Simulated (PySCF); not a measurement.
CH6O3Si2, SMILES O=CO[SiH2]O[SiH3].

Geometry optimised at B3LYP-D3(BJ)/def2-SVP. The structure was generated by enumeration, and PubChem lists no compound with its InChIKey, so it may never have been made. The values are those of a single conformer.

Method: SMD-ωB97X/def2-SVP in PySCF.

Solvation free energies are E(SMD) − E(gas) at the gas-phase geometry, for 1 M in both phases. In vacuum the dipole moment is 1.83 D.

Computed solvation free energies in water, tetrahydrofuran, acetonitrile:
```json
[
 {"solvent": "water", "ΔG(solv) (kcal/mol)": "0.0", "its non-electrostatic (CDS) part": "5.8", "dipole (D)": "2.39"},
 {"solvent": "tetrahydrofuran", "ΔG(solv) (kcal/mol)": "-2.8", "its non-electrostatic (CDS) part": "-0.3", "dipole (D)": "2.08"},
 {"solvent": "acetonitrile", "ΔG(solv) (kcal/mol)": "-2.5", "its non-electrostatic (CDS) part": "0.8", "dipole (D)": "2.16"}
]
```
